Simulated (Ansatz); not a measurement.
CH4ClFOSi (`OC(F)([SiH3])Cl`). Total charge 0; spin multiplicity 1. The structure was optimised at the PBE0-D4/def2-TZVP level. It is one conformer, not always the lowest.

```xyz
9

O    -0.864   -1.197    0.717
C    -0.596    0.065    0.316
F    -1.662    0.575   -0.379
Si    1.006    0.132   -0.739
Cl   -0.388    1.170    1.744
H    -1.632   -1.195    1.305
H     1.196    1.540   -1.155
H     0.816   -0.750   -1.916
H     2.125   -0.340    0.107
```

(1) What is the dipole moment at B3LYP/def2-TZVPP? (An estimate is asked.)

(2) And with PBE, r2SCAN, ωB97M-V? (An estimate is asked.)

(3) Give the Mulliken charges with B3LYP, r2SCAN, ωB97M-V in def2-TZVPP. (An estimate is asked.)

Results:

(1) Ansatz gave: 0.84 D, with components (0.23, -0.81, -0.03) D in this frame, pointing from negative to positive charge.

(2) The calculation gave: PBE 0.84 D, r2SCAN 0.90 D, ωB97M-V 0.84 D.

(3) The calculation gave: 
```tsv
atom	B3LYP	r2SCAN	ωB97M-V
O1	-0.27	-0.29	-0.26
C2	0.31	0.30	0.23
F3	-0.20	-0.19	-0.18
Si4	0.25	0.27	0.15
Cl5	-0.16	-0.17	-0.13
H6	0.19	0.21	0.19
H7	-0.04	-0.04	0.00
H8	-0.05	-0.05	-0.01
H9	-0.04	-0.04	0.00
```

B3LYP here is the variant with VWN-RPA as its local correlation; programs differ in this.
